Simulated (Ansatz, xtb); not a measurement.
## Isomers of C5H5B in order of energy

6 gas-phase structures of C5H5B, from a drawn sample of its isomers (lower ones may exist). Each was relaxed with GFN2-xTB:

A. `C#CB(C)C#C`, a singlet
B. `BCC#CC#C`, a singlet
C. `BC#CC1=CC1`, a singlet
D. `BC(C#C)C#C`, a singlet
E. `C#CC#CBC`, a singlet
F. `C#CBC#CC`, a singlet

Question: Which do you expect lowest at r2SCAN-D4/def2-SVP, and how would the others follow?

Answer: Calculated order at r2SCAN-D4/def2-SVP: A (0.0), F (3.2), E (4.4), B (27.3), C (29.4), D (45.4) kcal/mol.

Energies above the lowest of each column, in kcal/mol; the last columns are at PBE0-D3(BJ)/def2-SVP geometries and were run for some of them only (a dash: not run or not comparable):

```csv
structure,GFN2-xTB,HF/STO-3G,r2SCAN-D4/def2-SVP,PBE0-D3(BJ)/def2-SVP,CCSD(T)/def2-SVP + ΔMP2/def2-TZVPP
A,10.2,0.0,0.0,0.0,0.0
F,0.0,1.8,3.2,3.0,5.5
E,1.9,6.9,4.4,5.3,10.4
B,6.6,26.2,27.3,–,–
C,13.2,40.6,29.4,–,–
D,16.6,39.8,45.4,–,–
```

CCSD(T)/def2-SVP + ΔMP2/def2-TZVPP puts A lowest of those it was run on; GFN2-xTB picks F. Flexible structures stand in one conformer each, not always the lowest. F keeps a small imaginary mode. E keeps a small imaginary mode. Frequencies (PBE0-D3(BJ)/def2-SVP) were run for A, E, F alone. ΔMP2 is the change of the MP2 energy from the smaller to the larger basis.

Over these structures GFN2-xTB departs from r2SCAN-D4/def2-SVP by 11.7 kcal/mol on average once a common shift is removed. A GFN2-xTB relaxation took about 0.12 s and the r2SCAN-D4/def2-SVP energy about 1.5 s on a shared host (Ansatz 0.2.0, xtb 6.7.1).
